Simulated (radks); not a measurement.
Fractional charge and spin in the 4p shell of palladium: the spin-up occupation runs from 2 to 3 and the spin-down occupation from 2 to 3; the fullest corner is Pd+, [Ar] 3d10 4s2 4d(up 4.5, down 4.5) 4p(up 3, down 3). All-electron calculation, scalar-relativistic Kohn-Sham, r2SCAN, spin-polarised, spherical densities, finite nucleus; meta-GGA in the generalised Kohn-Sham scheme; Fermi nuclear charge, rms radius of each element as measured or else 0.836 A^(1/3) + 0.57 fm. Program: a radial shooting solver on a logarithmic mesh with Libxc functionals. Energy (eV) minus the two flat planes that join the four corners (they meet along the diagonal where the two added fractions sum to one electron); zero is where a piecewise linear energy would lie.

down \ up,2,2.5,3
2,0.000,-2.004,0.000
2.5,-2.004,0.382,-1.794
3,0.000,-1.794,0.000

Corners above the fullest one (they belong to Pd2+ and the next ion): (up 3, down 2) 70.998 eV, (up 2, down 3) 70.998 eV, (up 2, down 2) 158.75 eV. With half an added electron in each spin the energy lies 0.382 eV from the planes, and with half an added electron in spin up alone -2.004 eV. The planes are only a guide here: the flat-plane condition holds for ground states with one frontier orbital, while this shell lies below other occupied shells, so the corners above the fullest one are inner-hole states and not the ground states of those ions.
